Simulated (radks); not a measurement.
The numbers below are computed, except where a source is named.
Excited configurations of H: one electron is placed in a higher orbital outside the bare nucleus. The ground configuration is 1s1. Code: a radial shooting solver on a logarithmic mesh with Libxc functionals. Model: scalar-relativistic Kohn-Sham, LDA (Slater exchange, Perdew-Wang correlation), spin-unpolarised, spherical densities, finite nucleus; Gaussian nuclear charge, rms radius 0.8783 fm; without spin polarisation the odd electron is poorly described. Excitation = E - E(ground); binding = E(ion) - E, where the ion is the core of charge +1; n* = 1/sqrt(2 binding) in atomic units, and the quantum defect is n - n*.

outer orbital  excitation (eV)  binding (eV)  quantum defect  <r> (bohr)
2s                       8.748         3.380          -0.006       6.029
2p                       8.910         3.217          -0.057       5.339
4p                      11.180         0.948           0.211       22.06
4d                      11.191         0.937           0.189       20.36
4f                      11.220         0.907           0.127       17.71
5s                      11.499         0.629           0.347       35.60
5p                      11.498         0.630           0.351       34.58
5f                      11.506         0.622           0.322       30.16
6f                      11.679         0.448           0.491       45.25
7s                      11.791         0.336           0.639       68.89
7d                      11.790         0.338           0.653       65.77
7f                      11.790         0.338           0.653       63.01

The Delta-SCF ionisation energy is 12.127 eV (NIST Atomic Spectra Database: 13.598 eV, theoretical). Self-interaction in the functional shifts the binding energies and quantum defects, so they are the method's values and not measured ones. Spin polarisation and multiplet splitting are left out, so open shells lie too high by an amount that depends on their filling.
